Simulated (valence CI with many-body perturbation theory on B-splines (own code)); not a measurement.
## Level structure of Mn²⁰⁺

Computed by relativistic CI+MBPT: three valence electrons over a frozen Dirac-Fock core [He], radial functions for each j: 9 s, 9 p, 8 d, 6 f, 3 g, 1 h, with the one-electron correlation potential Σ1, the two-electron term Σ2, the three-electron term Σ3, Breit, model QED; selected CI, second order for the rest, scaled by the run's own slope (own B-spline code, finite nucleus).

No measured levels were compared; by estimate levels of excited configurations hold to 0.05 to 0.15 % of their energy, terms of the ground configuration to about 0.5 %.

Levels 1 to 45 of 59, with energies above the lowest level, 2s²2p ²P°_1/2. "Leading %" is the weight of the configuration and term that name the level; weights of strongly mixed levels are sums over their largest components and can fall short, so below about 35 % the name and the second component can differ from the true leading terms, or belong to a minority configuration. In the jj column 3d3/2^4 stands for four electrons in 3d with j = 3/2.

| No. | Configuration | Term | J | E (Ry) | Leading % | g | Leading jj |
| --- | --- | --- | --- | --- | --- | --- | --- |
| 1 | 2s²2p | ²P° | 1/2 | 0.000 | 98 | 0.661 | 2s^2 2p1/2 (98 %) |
| 2 | 2s²2p | ²P° | 3/2 | 0.906 | 97 | 1.330 | 2s^2 2p3/2 (97 %) |
| 3 | 2s2p² | ⁴P | 1/2 | 3.456 | 97 | 2.641 | 2s 2p1/2^2 (60 %) |
| 4 | 2s2p² | ⁴P | 3/2 | 3.869 | 99 | 1.727 | 2s 2p1/2 2p3/2 (93 %) |
| 5 | 2s2p² | ⁴P | 5/2 | 4.286 | 96 | 1.579 | 2s 2p1/2 2p3/2 (54 %) |
| 6 | 2s2p² | ²D | 3/2 | 6.265 | 96 | 0.819 | 2s 2p1/2 2p3/2 (81 %) |
| 7 | 2s2p² | ²D | 5/2 | 6.418 | 96 | 1.215 | 2s 2p3/2^2 (54 %) |
| 8 | 2s2p² | ²P | 1/2 | 7.349 | 58 | 1.241 | 2s 2p1/2 2p3/2 (50 %) |
| 9 | 2s2p² | ²S | 1/2 | 8.303 | 57 | 1.445 | 2s 2p3/2^2 (77 %) |
| 10 | 2s2p² | ²P | 3/2 | 8.430 | 96 | 1.312 | 2s 2p3/2^2 (74 %) |
| 11 | 2p³ | ⁴S° | 3/2 | 10.727 | 93 | 1.944 | 2p1/2^2 2p3/2 (46 %) |
| 12 | 2p³ | ²D° | 3/2 | 11.946 | 85 | 0.902 | 2p1/2 2p3/2^2 (57 %) |
| 13 | 2p³ | ²D° | 5/2 | 12.166 | 100 | 1.197 | 2p1/2 2p3/2^2 (100 %) |
| 14 | 2p³ | ²P° | 1/2 | 13.422 | 98 | 0.661 | 2p1/2 2p3/2^2 (98 %) |
| 15 | 2p³ | ²P° | 3/2 | 13.831 | 81 | 1.279 | 2p3/2^3 (84 %) |
| 16 | 2s²3s | ²S | 1/2 | 67.604 | 94 | 2.000 | 2s^2 3s (94 %) |
| 17 | 2s²3p | ²P° | 1/2 | 69.164 | 92 | 0.665 | 2s^2 3p1/2 (92 %) |
| 18 | 2s²3p | ²P° | 3/2 | 69.418 | 92 | 1.333 | 2s^2 3p3/2 (92 %) |
| 19 | 2s2p3s | ⁴P° | 1/2 | 70.732 | 96 | 2.619 | 2s 2p1/2 3s (94 %) |
| 20 | 2s²3d | ²D | 3/2 | 70.848 | 95 | 0.798 | 2s^2 3d3/2 (95 %) |
| 21 | 2s²3d | ²D | 5/2 | 70.923 | 95 | 1.199 | 2s^2 3d5/2 (95 %) |
| 22 | 2s2p3s | ⁴P° | 3/2 | 70.970 | 92 | 1.705 | 2s 2p1/2 3s (74 %) |
| 23 | 2s2p3s | ²P° | 1/2 | 71.587 | 94 | 0.696 | 2s 2p1/2 3s (80 %) |
| 24 | 2s2p3s | ⁴P° | 5/2 | 71.596 | 98 | 1.598 | 2s 2p3/2 3s (98 %) |
| 25 | 2s2p3p | ⁴D | 1/2 | 72.105 | 75 | 0.179 | 2s 2p1/2 3p1/2 (96 %) |
| 26 | 2s2p3s | ²P° | 3/2 | 72.249 | 91 | 1.349 | 2s 2p3/2 3s (92 %) |
| 27 | 2s2p3p | ⁴D | 3/2 | 72.315 | 75 | 1.230 | 2s 2p1/2 3p1/2 (71 %) |
| 28 | 2s2p3p | ²P | 3/2 | 72.622 | 35 | 1.478 | 2s 2p1/2 3p3/2 (79 %) |
| 29 | 2s2p3p | ²P | 1/2 | 72.676 | 67 | 0.611 | 2s 2p1/2 3p3/2 (60 %) |
| 30 | 2s2p3p | ⁴D | 5/2 | 72.705 | 91 | 1.379 | 2s 2p1/2 3p3/2 (63 %) |
| 31 | 2s2p3p | ⁴P | 1/2 | 72.946 | 92 | 2.588 | 2s 2p1/2 3p1/2 (67 %) |
| 32 | 2s2p3p | ⁴S | 3/2 | 73.052 | 34 | 1.446 | 2s 2p1/2 3p3/2 (68 %) |
| 33 | 2s2p3p | ⁴D | 7/2 | 73.270 | 100 | 1.427 | 2s 2p3/2 3p3/2 (100 %) |
| 34 | 2s2p3p | ⁴P | 3/2 | 73.377 | 40 | 1.333 | 2s 2p3/2 3p1/2 (71 %) |
| 35 | 2s2p3p | ⁴S | 3/2 | 73.516 | 36 | 1.561 | 2s 2p3/2 3p3/2 (70 %) |
| 36 | 2s2p3p | ⁴P | 5/2 | 73.523 | 70 | 1.493 | 2s 2p3/2 3p1/2 (67 %) |
| 37 | 2s2p3d | ⁴F° | 3/2 | 73.612 | 90 | 0.455 | 2s 2p1/2 3d3/2 (93 %) |
| 38 | 2s2p3d | ⁴F° | 5/2 | 73.761 | 86 | 1.065 | 2s 2p1/2 3d3/2 (46 %) |
| 39 | 2s2p3p | ²D | 5/2 | 73.900 | 76 | 1.288 | 2s 2p3/2 3p3/2 (85 %) |
| 40 | 2s2p3d | ⁴F° | 7/2 | 74.001 | 81 | 1.264 | 2s 2p1/2 3d5/2 (66 %) |
| 41 | 2s2p3d | ⁴P° | 5/2 | 74.116 | 45 | 1.413 | 2s 2p1/2 3d5/2 (75 %) |
| 42 | 2s2p3p | ²S | 1/2 | 74.177 | 87 | 1.919 | 2s 2p3/2 3p3/2 (80 %) |
| 43 | 2s2p3d | ⁴D° | 3/2 | 74.188 | 56 | 1.281 | 2s 2p1/2 3d5/2 (42 %) |
| 44 | 2s2p3s | ²P° | 1/2 | 74.202 | 51 | 0.454 | 2s 2p3/2 3s (41 %) |
| 45 | 2s2p3d | ⁴D° | 1/2 | 74.227 | 48 | 0.425 | 2s 2p1/2 3d3/2 (40 %) |

Names give the largest LS component (configuration and term), which can be under half, so a name can repeat, a term be missing and a line seem to break the LS rules; names also repeat where a configuration has a term twice.

Where two levels of one J and parity lie close, their mixing, g and order are uncertain.

The ionisation energy to 2s² ¹S0 of the next ion comes out as 1643.4 eV (NIST: 1643.2 ± 0.7 eV (semi-empirical)). All 59 levels together are meant to be complete up to 75.865 Ry.
